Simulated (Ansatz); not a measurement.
**A relaxation, step by step**

SiH₇ClO₂, closed shell, PBE0-D4/def2-TZVP (Ansatz 0.2.0). Settings:

```yaml
hamiltonian: {xc: pbe0, dispersion: d4}
relax: {f_tol: 0.005, max_steps: 200}
```

Start, a step off a saddle point along its unstable mode:

```
11
angstrom
Si -0.3069 0.0560 -1.4803
Cl 1.1505 -1.2993 -0.6650
H -1.4408 1.1006 -1.6321
H -1.0092 -1.0943 -2.1422
H 0.7337 0.8336 -2.1942
H -0.1852 0.2858 0.9777
O -0.6909 0.4338 0.3126
H 1.3924 -0.6095 1.4674
O 0.9438 -0.1305 2.1235
H -1.2309 1.2285 0.4439
H 0.6434 -0.8045 2.7886
```

| step | energy less the last (meV) | largest force component (eV/Å) |
| --- | --- | --- |
| 1 | 893.2 | 7.854 |
| 2 | 119.5 | 1.189 |
| 3 | 63.0 | 0.410 |
| 4 | 33.0 | 0.246 |
| 5 | 19.3 | 0.300 |
| 6 | 11.7 | 0.359 |
| 7 | 3.7 | 0.227 |
| 8 (rejected trial) | 7.2 | 0.183 |
| 9 | 0.7 | 0.141 |
| 10 (rejected trial) | 2.1 | 0.062 |
| 11 | 0.6 | 0.134 |
| 12 | 0.1 | 0.033 |
| 13 | 0.1 | 0.005 |
| 14 (rejected trial) | 0.1 | 0.010 |
| 15 | 0.1 | 0.009 |
| 16 (rejected trial) | 0.1 | 0.023 |
| 17 | 0.0 | 0.004 |
| 18 | 0.0 | 0.007 |
| 19 | 0.0 | 0.010 |
| 20 | 0.0 | 0.002 |

Step 11, positions (Å) and forces (eV/Å):

```csv
atom,x,y,z,Fx,Fy,Fz
Si1,-0.381,0.121,-1.472,0.013,-0.019,-0.053
Cl2,1.223,-1.376,-0.569,0.010,0.001,0.009
H3,-1.488,1.139,-1.717,-0.006,0.000,0.022
H4,-0.984,-1.065,-2.115,-0.004,0.003,0.003
H5,0.748,0.825,-2.116,0.008,-0.003,0.003
H6,-0.088,0.227,1.096,0.026,-0.013,0.018
O7,-0.716,0.441,0.288,0.051,-0.094,-0.026
H8,1.390,-0.659,1.379,0.001,-0.003,-0.003
O9,0.920,-0.123,2.066,0.012,0.011,-0.015
H10,-1.271,1.214,0.413,-0.104,0.134,0.021
H11,0.645,-0.743,2.747,-0.007,-0.018,0.021
```

Step 12, positions (Å) and forces (eV/Å):

```csv
atom,x,y,z,Fx,Fy,Fz
Si1,-0.380,0.120,-1.475,0.001,-0.004,-0.001
Cl2,1.224,-1.375,-0.569,-0.002,0.005,-0.001
H3,-1.488,1.138,-1.714,0.000,0.000,0.002
H4,-0.984,-1.066,-2.117,0.002,0.001,0.003
H5,0.750,0.823,-2.118,0.000,-0.002,0.000
H6,-0.088,0.228,1.097,0.012,-0.005,0.004
O7,-0.716,0.443,0.288,-0.029,0.033,-0.004
H8,1.390,-0.661,1.380,0.005,-0.004,-0.008
O9,0.922,-0.124,2.066,-0.006,-0.006,0.017
H10,-1.275,1.218,0.414,0.014,-0.023,-0.009
H11,0.646,-0.744,2.748,0.003,0.006,-0.005
```

Step 15, positions (Å) and forces (eV/Å):

```tsv
atom	x	y	z	Fx	Fy	Fz
Si1	-0.380	0.120	-1.475	-0.001	0.002	0.000
Cl2	1.226	-1.372	-0.568	0.001	0.001	0.000
H3	-1.489	1.137	-1.714	0.000	0.000	0.000
H4	-0.984	-1.067	-2.115	0.000	-0.001	0.002
H5	0.749	0.823	-2.119	0.000	-0.001	-0.001
H6	-0.087	0.229	1.097	-0.003	0.000	-0.005
O7	-0.716	0.445	0.288	0.009	-0.004	0.005
H8	1.390	-0.661	1.380	-0.001	0.001	0.000
O9	0.921	-0.126	2.067	0.001	-0.002	-0.002
H10	-1.274	1.219	0.413	-0.004	0.004	-0.002
H11	0.645	-0.747	2.747	-0.001	-0.001	0.001
```

Last step (20):

```xyz
11
angstrom
Si -0.3808 0.1215 -1.4749
Cl 1.2400 -1.3590 -0.5703
H -1.4923 1.1345 -1.7148
H -0.9859 -1.0727 -2.0995
H 0.7432 0.8204 -2.1332
H -0.0830 0.2321 1.0984
O -0.7071 0.4534 0.2865
H 1.3876 -0.6646 1.3814
O 0.9158 -0.1324 2.0700
H -1.2708 1.2239 0.4118
H 0.6333 -0.7570 2.7445
```

Hardware: 4 CPU threads of an Arm Neoverse V2, shared host. Wall time about 52 s.
